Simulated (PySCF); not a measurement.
PySCF input for C3H7BO2, SMILES C[C@H]1OCB1O, B3LYP-D3(BJ)/def2-SVP. Geometry optimised at B3LYP-D3(BJ)/def2-SVP. The structure was generated by enumeration; whether it is a known compound was not checked. The values are those of a single conformer.

```python
import numpy as np
from pyscf import gto, scf, dft, df
from pyscf.hessian import thermo

mol = gto.M(
    atom='''
    C    -1.75619795   -0.95075022    0.10024045
    C    -0.80028829    0.16429322   -0.29345208
    O    -0.51397919    1.06345384    0.82545069
    C     0.92541692    0.90360701    0.82176233
    B     0.75758691   -0.11166549   -0.38852859
    O     1.51642528   -0.89916798   -1.16720745
    H    -1.34280550   -1.56189707    0.91843535
    H    -2.71756122   -0.53514500    0.44377230
    H    -1.95215543   -1.61186097   -0.75955683
    H    -1.22551129    0.74116288   -1.13961702
    H     1.45195763    1.85840890    0.62383191
    H     1.30330659    0.51099135    1.78625015
    H     2.46168196   -0.86051958   -0.96772315
    ''',
    basis='def2-SVP',
    charge=0,
    spin=0,
    max_memory=1600,
    verbose=3,
)
mf = dft.RKS(mol, xc='b3lyp').density_fit(auxbasis='def2-universal-jkfit')
mf.disp = 'd3bj'
mf.grids.level = 3
mf.conv_tol = 1e-11
mf.max_cycle = 100
mf.kernel()

# [left out here: the lines that compute and print the analytic Hessian (its translational invariance restored by hand, since the grid's response is missing), thermochemistry and intensities]
```

Program output:

```
converged SCF energy = -293.64063536305

WARN: DFTD3 does not support analytical Hessian, using finite difference


WARN: Mole.unit (angstrom) is changed to Bohr

Mode                                 0                   1                   2
Irrep
Freq [cm^-1]                       80.6338            156.6850            223.1709
Reduced mass [au]                   3.1170              2.7991              1.1040
Force const [Dyne/A]                0.0119              0.0405              0.0324
Char temp [K]                     116.0140            225.4349            321.0933
Normal mode                   x     y     z       x     y     z       x     y     z
       0   C                -0.01 -0.01 -0.09    0.15 -0.05 -0.02   -0.01  0.01  0.03
       1   C                 0.00  0.02  0.02   -0.01  0.08 -0.03   -0.01 -0.00 -0.03
       2   O                 0.01 -0.08  0.10   -0.01  0.05 -0.01   -0.01 -0.01 -0.02
       3   C                 0.03  0.11 -0.08   -0.01 -0.03  0.04   -0.01 -0.01 -0.01
       4   B                 0.00  0.04 -0.02   -0.03  0.05 -0.03    0.00  0.00 -0.02
       5   O                -0.03 -0.06  0.06   -0.09 -0.06  0.03    0.05  0.00  0.03
       6   H                -0.01 -0.10 -0.15    0.29 -0.05 -0.10    0.19 -0.30 -0.31
       7   H                -0.01 -0.04 -0.05    0.12 -0.20  0.09    0.21  0.10  0.53
       8   H                -0.00  0.08 -0.16    0.17 -0.02 -0.05   -0.48  0.30 -0.08
       9   H                 0.00  0.10  0.08   -0.11  0.08  0.02   -0.05  0.00 -0.00
      10   H                -0.12  0.16 -0.20    0.04 -0.04  0.14   -0.01 -0.01  0.01
      11   H                 0.21  0.21 -0.11   -0.07 -0.13  0.02   -0.02 -0.03 -0.01
      12   H                -0.03 -0.07  0.04   -0.09 -0.19  0.08    0.03  0.02  0.09
Mode                                 3                   4                   5
Irrep
Freq [cm^-1]                      321.7686            402.1273            441.9233
Reduced mass [au]                   2.7417              2.9137              1.8091
Force const [Dyne/A]                0.1672              0.2776              0.2082
Char temp [K]                     462.9534            578.5716            635.8293
Normal mode                   x     y     z       x     y     z       x     y     z
       0   C                -0.01  0.04  0.05    0.05  0.08  0.04   -0.05 -0.03  0.00
       1   C                -0.06  0.05 -0.05    0.07 -0.01 -0.08    0.03 -0.07  0.04
       2   O                -0.00 -0.07  0.03   -0.06 -0.10  0.01    0.01  0.01 -0.02
       3   C                -0.01 -0.06 -0.05   -0.06  0.04  0.06    0.02  0.06  0.01
       4   B                -0.03  0.06 -0.12    0.07  0.02  0.01    0.05  0.12 -0.07
       5   O                 0.09 -0.00  0.05   -0.04 -0.03 -0.05   -0.03 -0.05  0.02
       6   H                 0.02  0.23  0.18    0.07  0.20  0.11   -0.15 -0.09  0.01
       7   H                -0.04  0.04 -0.04    0.12  0.23  0.07   -0.03  0.05 -0.04
       8   H                 0.06 -0.13  0.17   -0.08 -0.04  0.17   -0.08  0.01 -0.03
       9   H                -0.16  0.11  0.05    0.11  0.00 -0.09    0.02 -0.09  0.02
      10   H                -0.02 -0.03  0.08   -0.15  0.10  0.05    0.03  0.13  0.49
      11   H                 0.03 -0.22 -0.13   -0.05  0.11  0.08   -0.08 -0.37 -0.11
      12   H                 0.04  0.03  0.24   -0.01 -0.18 -0.12    0.01  0.08 -0.20
Mode                                 6                   7                   8
Irrep
Freq [cm^-1]                      584.7308            599.6547            742.3888
Reduced mass [au]                   4.4042              1.3728              2.3802
Force const [Dyne/A]                0.8872              0.2908              0.7729
Char temp [K]                     841.2975            862.7695           1068.1321
Normal mode                   x     y     z       x     y     z       x     y     z
       0   C                 0.02  0.03  0.00   -0.05 -0.04  0.01    0.08  0.06 -0.01
       1   C                -0.01  0.05  0.08   -0.01 -0.01  0.04    0.08 -0.06  0.07
       2   O                -0.06  0.06  0.06   -0.01  0.04  0.01   -0.05  0.01  0.02
       3   C                -0.09  0.01 -0.01   -0.01  0.02  0.03   -0.04 -0.03 -0.11
       4   B                 0.03 -0.07 -0.05    0.05  0.03 -0.04   -0.05 -0.03  0.01
       5   O                 0.09 -0.10 -0.06    0.04  0.00 -0.07   -0.03  0.05  0.01
       6   H                 0.02 -0.03 -0.04   -0.13 -0.09  0.01   -0.06 -0.03 -0.00
       7   H                -0.02 -0.07 -0.01   -0.06 -0.02 -0.04    0.11  0.17 -0.08
       8   H                 0.11  0.10 -0.07   -0.02  0.01 -0.03    0.07  0.14 -0.07
       9   H                 0.01  0.05  0.07   -0.09 -0.02  0.08    0.23 -0.14 -0.06
      10   H                -0.07  0.01  0.04   -0.02  0.02 -0.00    0.03 -0.05  0.03
      11   H                -0.09 -0.03 -0.02   -0.02  0.09  0.06   -0.01 -0.27 -0.22
[...]
       1   C                -0.02 -0.02  0.01   -0.00 -0.01 -0.01   -0.03  0.01  0.00
       2   O                -0.00  0.00 -0.00    0.01  0.01  0.01    0.00 -0.01 -0.00
       3   C                 0.00  0.00  0.00    0.06  0.01  0.02   -0.02 -0.01 -0.02
       4   B                 0.00  0.00 -0.01   -0.03  0.03  0.03   -0.01  0.02  0.02
       5   O                -0.00  0.00  0.00    0.01 -0.01 -0.01    0.01 -0.01 -0.01
       6   H                -0.33 -0.27 -0.07    0.01 -0.14 -0.12   -0.14 -0.40 -0.26
       7   H                -0.18 -0.45 -0.09    0.03  0.09 -0.01    0.18  0.30  0.21
       8   H                -0.40 -0.24  0.34    0.12 -0.12  0.08    0.46 -0.41  0.22
       9   H                 0.02  0.03  0.03    0.02  0.06  0.02    0.05  0.00 -0.04
      10   H                 0.01 -0.00  0.00   -0.41  0.14 -0.46    0.12 -0.04  0.16
      11   H                 0.01  0.01  0.01   -0.48 -0.42  0.03    0.13  0.14 -0.00
      12   H                -0.00 -0.00  0.00    0.02 -0.01 -0.01    0.01 -0.00 -0.00
Mode                                24                  25                  26
Irrep
Freq [cm^-1]                     1474.4636           1529.1888           2983.0992
Reduced mass [au]                   1.0531              6.3172              1.0700
Force const [Dyne/A]                1.3490              8.7036              5.6103
Char temp [K]                    2121.4249           2200.1622           4292.0156
Normal mode                   x     y     z       x     y     z       x     y     z
       0   C                 0.02  0.00 -0.05    0.01 -0.00  0.00    0.00 -0.00  0.00
       1   C                -0.01 -0.02 -0.02   -0.07  0.00  0.01   -0.02  0.03 -0.04
       2   O                -0.00  0.00  0.00   -0.01  0.01  0.01   -0.00 -0.00 -0.00
       3   C                 0.01  0.00  0.01    0.01  0.03  0.04   -0.03 -0.02 -0.03
       4   B                 0.01 -0.00 -0.01    0.16 -0.14 -0.13    0.00  0.00  0.00
       5   O                -0.00  0.00  0.00   -0.06  0.06  0.06   -0.00 -0.00 -0.00
       6   H                -0.52  0.15  0.35    0.01 -0.07 -0.05   -0.01  0.02 -0.03
       7   H                 0.14 -0.21  0.60    0.05  0.12 -0.02   -0.03  0.01  0.01
       8   H                 0.22  0.10 -0.16    0.06 -0.06  0.03   -0.00 -0.01 -0.02
       9   H                 0.03  0.07  0.02    0.08  0.02 -0.07    0.28 -0.38  0.53
      10   H                -0.04  0.01 -0.05    0.00  0.01 -0.11    0.22  0.42 -0.10
      11   H                -0.05 -0.04  0.01   -0.01 -0.12 -0.01    0.14 -0.17  0.39
      12   H                -0.00  0.00  0.00   -0.06  0.05  0.05    0.00  0.00 -0.00
Mode                                27                  28                  29
Irrep
Freq [cm^-1]                     2991.6636           3023.1116           3024.2206
Reduced mass [au]                   1.0707              1.0512              1.0877
Force const [Dyne/A]                5.6459              5.6605              5.8613
Char temp [K]                    4304.3379           4349.5845           4351.1801
Normal mode                   x     y     z       x     y     z       x     y     z
       0   C                -0.00 -0.00 -0.00   -0.03 -0.03  0.01   -0.02 -0.02  0.01
       1   C                 0.02 -0.03  0.04   -0.00  0.00 -0.00   -0.00  0.00 -0.00
       2   O                -0.00  0.00  0.00   -0.00 -0.00  0.00    0.00  0.00 -0.00
       3   C                -0.03 -0.03 -0.03    0.00  0.03 -0.03   -0.00 -0.06  0.05
       4   B                -0.00  0.00  0.00    0.00  0.00 -0.00    0.00 -0.00  0.00
       5   O                 0.00 -0.00 -0.00   -0.00  0.00  0.00   -0.00  0.00  0.00
       6   H                 0.00 -0.01  0.01   -0.20  0.27 -0.37   -0.11  0.15 -0.20
       7   H                 0.04 -0.02 -0.02    0.44 -0.20 -0.15    0.25 -0.11 -0.09
       8   H                 0.00  0.03  0.04    0.08  0.28  0.38    0.05  0.16  0.21
       9   H                -0.25  0.34 -0.48    0.01 -0.01  0.02    0.02 -0.02  0.03
      10   H                 0.25  0.47 -0.11   -0.15 -0.28  0.05    0.25  0.47 -0.08
      11   H                 0.15 -0.18  0.40    0.11 -0.11  0.29   -0.21  0.21 -0.56
      12   H                 0.00 -0.00  0.00   -0.00  0.00 -0.00   -0.00 -0.00  0.00
Mode                                30                  31                  32
Irrep
Freq [cm^-1]                     3106.0864           3112.1792           3825.4494
Reduced mass [au]                   1.1045              1.1036              1.0659
Force const [Dyne/A]                6.2784              6.2980              9.1905
Char temp [K]                    4468.9668           4477.7330           5503.9699
Normal mode                   x     y     z       x     y     z       x     y     z
       0   C                -0.07  0.06 -0.01   -0.01 -0.02 -0.09   -0.00 -0.00 -0.00
       1   C                -0.00  0.00 -0.00   -0.00  0.00 -0.00    0.00 -0.00  0.00
       2   O                 0.00 -0.00 -0.00    0.00  0.00  0.00    0.00  0.00  0.00
       3   C                 0.00  0.00 -0.00    0.00  0.00 -0.00    0.00  0.00  0.00
       4   B                 0.00  0.00  0.00   -0.00 -0.00 -0.00   -0.00 -0.00 -0.00
       5   O                 0.00 -0.00 -0.00    0.00  0.00  0.00   -0.06 -0.00 -0.01
       6   H                 0.22 -0.32  0.45    0.19 -0.28  0.36   -0.00 -0.00  0.00
       7   H                 0.62 -0.27 -0.23   -0.22  0.09  0.06    0.00 -0.00 -0.00
       8   H                -0.04 -0.08 -0.12    0.13  0.46  0.60   -0.00  0.00  0.00
       9   H                 0.02 -0.03  0.04    0.01 -0.02  0.03   -0.00  0.00 -0.00
      10   H                -0.00 -0.00  0.00   -0.00 -0.00  0.00   -0.00 -0.00  0.00
      11   H                 0.00 -0.00  0.01    0.00 -0.00  0.00    0.00  0.00 -0.00
      12   H                -0.00  0.00 -0.00    0.00  0.00 -0.00    0.95  0.02  0.18
temperature 298.1500 [K]
pressure 101325.00 [Pa]
Rotational constants [GHz] 4.87429 3.41118 2.20838
Symmetry number 1
Zero-point energy (ZPE) 0.10431 [Eh]   273865.113 [J/mol]
                           tot       elec      trans        rot        vib
Entropy [J/mol/K]       332.948      0.000    164.284    111.182     57.481
Cv [J/mol/K]             97.758      0.000     12.472     12.472     72.815
Cp [J/mol/K]            106.073      0.000     20.786     12.472     72.815
Internal energy [J/mol]                      3718.434   3718.434 283711.163
Internal energy [Eh]   -293.52974  -293.64064
Enthalpy [J/mol]                             6197.391   3718.434 283711.163
Enthalpy [Eh]          -293.52880
Gibbs free energy [J/mol]                  -42783.918 -29430.618 266573.139
Gibbs free energy [Eh] -293.56661
mode   freq/cm-1   IR/(km/mol)
   1       80.63         5.674
   2      156.69         2.351
   3      223.17         1.271
   4      321.77         4.822
   5      402.13         5.907
   6      441.92        10.696
   7      584.73        11.599
   8      599.65        74.171
   9      742.39         9.336
  10      839.73        24.322
  11      847.23        28.890
  12      898.81        70.257
  13      995.61        32.157
  14      998.54        56.830
  15     1059.51        31.855
  16     1104.03        32.073
  17     1146.39        58.002
  18     1154.70        25.883
  19     1247.84        13.101
  20     1266.90        49.091
  21     1327.43         8.207
  22     1384.21         2.666
  23     1441.21         1.773
  24     1451.99         6.460
  25     1474.46         1.732
  26     1529.19       299.103
  27     2983.10        59.342
  28     2991.66        29.832
  29     3023.11         9.061
  30     3024.22        44.086
  31     3106.09        23.408
  32     3112.18        22.320
  33     3825.45        76.026
max |gradient| / (hartree/bohr): 9.292826413380111e-05
APT charges: [ 0.0606  0.1961 -0.7083  0.1573  0.9188 -0.7277 -0.0222 -0.0251 -0.0153
 -0.0603 -0.0416 -0.0384  0.306 ]
```

The run converged.

Cost: around 5 core-minutes (rough).
